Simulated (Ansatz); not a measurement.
Two members of one family (Series GaCl2X), computed with Ansatz in the gas phase. The two geometries come from different levels. Binding counts from free atoms in the multiplicity of their measured ground term, without zero-point energy. A dash marks a value that wasn't run or was left out as unsound. The structures are stationary points that may keep the symmetry of their start.

First: GaCl2F (singlet, charge 0, r2SCAN-D4/def2-SVP geometry).

```xyz
4

Ga    0.0519   -0.0389    0.0268
Cl    0.2450    0.6785   -1.9532
Cl   -1.6370    0.3546    1.2364
F     1.3400   -0.9942    0.6899
```

| level | HOMO (eV) | LUMO (eV) | gap (eV) | vertical IE (eV) | vertical triplet (eV) | binding per atom (eV) |
| --- | --- | --- | --- | --- | --- | --- |
| PBE-D4/def2-SVP | -8.06 | -2.88 | 5.17 | – | – | 3.20 |
| PBE-D4/def2-TZVP | -8.26 | -3.05 | 5.20 | 11.45 | 5.31 | 3.17 |
| revPBE-D4/def2-TZVP | -8.19 | -2.91 | 5.29 | – | – | 3.05 |
| r2SCAN-D4/def2-TZVP | -8.65 | -2.77 | 5.87 | 11.73 | 5.66 | 3.17 |
| PBE0-D4/def2-TZVP | -9.72 | -2.09 | 7.63 | 11.97 | 5.90 | 3.10 |

Second: GaCl2Br (singlet, charge 0, B3LYP-D4/def2-SVP geometry).

```
atom    x (Å)    y (Å)    z (Å)
 Ga1  -0.0108  -0.0130   0.0190
 Cl2   1.1855  -1.2568   1.2811
 Cl3  -2.1084   0.1356   0.4049
 Br4   0.9337   1.1342  -1.7049
```

Estimate the same table for the second.


```
              level  HOMO (eV)  LUMO (eV)  gap (eV)  vertical IE (eV)  vertical triplet (eV)  binding per atom (eV)
    PBE-D4/def2-SVP      -7.52      -3.00      4.52                 –                      –                   2.80
   PBE-D4/def2-TZVP      -7.69      -3.17      4.53             10.55                   4.61                   2.77
revPBE-D4/def2-TZVP      -7.64      -3.04      4.59                 –                      –                   2.67
r2SCAN-D4/def2-TZVP      -8.06      -2.94      5.12             10.85                   4.94                   2.80
  PBE0-D4/def2-TZVP      -9.03      -2.26      6.76             11.10                   5.21                   2.75
```
